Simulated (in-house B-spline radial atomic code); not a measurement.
The oxygen ion O³⁺ is squeezed into an impenetrable sphere of radius R (the orbitals vanish at R). No spin polarisation. Level of theory: scalar-relativistic (X2C) PBE, spherical fractional occupations, Fermi nucleus of rms radius 2.6991 fm; calculated with a radial B-spline atomic code at the basis-set limit.

Energies in eV above the free ion in [He] 2s2 2p1:

```json
{"R (bohr)": "7.23", "highest level (eV)": "-65", "[He] 2s2 2p1": "0", "[He] 2s1 2p2": "14.58"}
{"R (bohr)": "5.72", "highest level (eV)": "-65", "[He] 2s2 2p1": "1.127e-05", "[He] 2s1 2p2": "14.58"}
{"R (bohr)": "5.36", "highest level (eV)": "-65", "[He] 2s2 2p1": "3.486e-05", "[He] 2s1 2p2": "14.58"}
{"R (bohr)": "4.2", "highest level (eV)": "-64.9", "[He] 2s2 2p1": "0.003228", "[He] 2s1 2p2": "14.59"}
{"R (bohr)": "3.76", "highest level (eV)": "-64.9", "[He] 2s2 2p1": "0.01778", "[He] 2s1 2p2": "14.61"}
{"R (bohr)": "3.28", "highest level (eV)": "-64.8", "[He] 2s2 2p1": "0.1099", "[He] 2s1 2p2": "14.72"}
{"R (bohr)": "2.62", "highest level (eV)": "-63.8", "[He] 2s2 2p1": "1.216", "[He] 2s1 2p2": "15.95"}
{"R (bohr)": "2.12", "highest level (eV)": "-60.1", "[He] 2s2 2p1": "6.859", "[He] 2s1 2p2": "21.68"}
{"R (bohr)": "1.64", "highest level (eV)": "-47.4", "[He] 2s2 2p1": "34.17", "[He] 2s1 2p2": "47.58"}
{"R (bohr)": "1.35", "highest level (eV)": "-26.6", "[He] 2s2 2p1": "90.59", "[He] 2s1 2p2": "98.68"}
```

Task: Does [He] 2s1 2p2 fall below [He] 2s2 2p1 under compression?

Result: No, it stays above over the whole range.
